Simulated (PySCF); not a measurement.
Si(Vi)(OMe)3, C5H12O3Si, SMILES C=C[Si](OC)(OC)OC, GFN2-xTB optimised geometry.

```
21

C      1.53    -0.71    -0.94
C      0.75    -0.20     0.00
Si    -1.13    -0.20     0.00
O     -1.72    -0.92     1.35
C     -1.45    -2.22     1.81
O     -1.53    -0.93    -1.39
C     -2.77    -0.93    -2.06
O     -1.83     1.26     0.00
C     -1.87     2.20     1.04
H      1.11    -1.17    -1.82
H      2.61    -0.69    -0.88
H      1.22     0.25     0.86
H     -2.07    -2.39     2.69
H     -1.69    -2.96     1.05
H     -0.40    -2.32     2.09
H     -3.15     0.08    -2.16
H     -3.50    -1.53    -1.51
H     -2.61    -1.37    -3.05
H     -2.16     1.72     1.98
H     -2.61     2.96     0.78
H     -0.89     2.67     1.17
```

Density from CAM-B3LYP/def2-SVP run with PySCF at that geometry.

Minimum of the electron density along straight lines between bonded atoms, close to the bond critical point (lines longer than 1.1 times the sum of covalent radii, or with two minima, are not listed):

| bond | length / Å | ρ at the minimum / e bohr⁻³ | ∇²ρ there / e bohr⁻⁵ | position (fraction from the first atom) |
|---|---|---|---|---|
| C1–C2 | 1.323 | 0.345 | -0.94 | 0.51 |
| C2–Si3 | 1.885 | (withheld) | 0.34 | 0.62 |
| Si3–O4 | 1.640 | 0.126 | 1.02 | 0.41 |
| O4–C5 | 1.401 | 0.256 | -0.34 | 0.66 |
| Si3–O6 | 1.622 | 0.131 | 1.10 | 0.41 |
| O6–C7 | 1.403 | 0.253 | -0.30 | 0.66 |
| Si3–O8 | 1.624 | 0.131 | 1.08 | 0.41 |
| O8–C9 | 1.401 | 0.254 | -0.31 | 0.66 |
| C1–H10 | 1.076 | 0.287 | -1.14 | 0.64 |
| C1–H11 | 1.080 | 0.283 | -1.10 | 0.64 |
| C2–H12 | 1.085 | 0.276 | -1.02 | 0.63 |
| C5–H13 | 1.091 | 0.283 | -1.10 | 0.64 |
| C5–H14 | 1.092 | 0.282 | -1.08 | 0.64 |
| C5–H15 | 1.092 | 0.282 | -1.08 | 0.64 |
| C7–H16 | 1.090 | 0.284 | -1.11 | 0.64 |
| C7–H17 | 1.093 | 0.282 | -1.08 | 0.64 |
| C7–H18 | 1.091 | 0.283 | -1.10 | 0.64 |
| C9–H19 | 1.091 | 0.284 | -1.10 | 0.64 |
| C9–H20 | 1.091 | 0.284 | -1.10 | 0.64 |
| C9–H21 | 1.092 | 0.282 | -1.08 | 0.64 |

Problem. Fill in the missing entries.

Solution. 
- C2–Si3, ρ at the minimum / e bohr⁻³: 0.117
